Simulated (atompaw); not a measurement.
# Logarithmic derivatives: Cl, PAW (atompaw)

* Element: chlorine (Cl)
* Generator: atompaw 4.2.0.5
* Type: PAW
* Functional: PBE
* Relativity: scalar-relativistic
* Frozen core: [Ne]
* Valence charge: 7
* Reference configuration: 3s2 3p3 (charge +2)
* Partial waves: 3s (bound): rc 1.45 bohr; 3s channel at -2.65 Ry: rc 1.45 bohr; 3p (bound): rc 1.20 bohr; 3p channel at -1.7 Ry: rc 1.20 bohr
* Local potential: bessel scheme, radius 1.15 bohr
* Core correction: smooth core density matched at 0.95 bohr
* Augmentation charge: sinc compensation charge, radius 1.05 bohr; PAW radius 1.45 bohr; waves and projectors: custom rrkj vanderbiltortho

The phase is arctan(r·u′/u) with u = r·R(r), unwrapped; energies in Ry, scanned from -5 to 5 Ry. A pole is an energy at which the radial function vanishes at the test radius. The pseudo phase is shifted by a multiple of π to meet the all-electron one at the reference energy, and phase errors are pseudo minus all-electron; the curves can meet again beyond the range given. Levels narrower than the energy grid can be missing from the lists of poles.

| channel | radius (bohr) | reference energy (Ry) | poles, all-electron | poles, pseudo | unbroken range about the reference energy with phases within 0.05 rad | phase error 1 Ry above the reference energy (rad) |
| --- | --- | --- | --- | --- | --- | --- |
| s | 1.45 | -3.30 | 1.93 | 1.91 | the whole range | +0.000 |
| p | 1.45 | -2.33 | 3.13 | 3.09 | the whole range | -0.000 |

Phases in the s channel:

```
E (Ry)  all-electron  pseudo
 -5.00         0.655   0.655
 -4.52         0.405   0.405
 -4.04         0.049   0.049
 -3.56        -0.364  -0.364
 -3.08        -0.718  -0.718
 -2.60        -0.967  -0.967
 -2.12        -1.134  -1.134
 -1.64        -1.248  -1.248
 -1.16        -1.330  -1.330
 -0.68        -1.391  -1.391
 -0.20        -1.439  -1.439
  0.28        -1.477  -1.478
  0.76        -1.510  -1.510
  1.24        -1.537  -1.538
  1.72        -1.561  -1.562
  2.20        -1.583  -1.584
  2.68        -1.602  -1.604
  3.16        -1.621  -1.623
  3.64        -1.639  -1.642
  4.12        -1.656  -1.660
  4.60        -1.673  -1.679
```
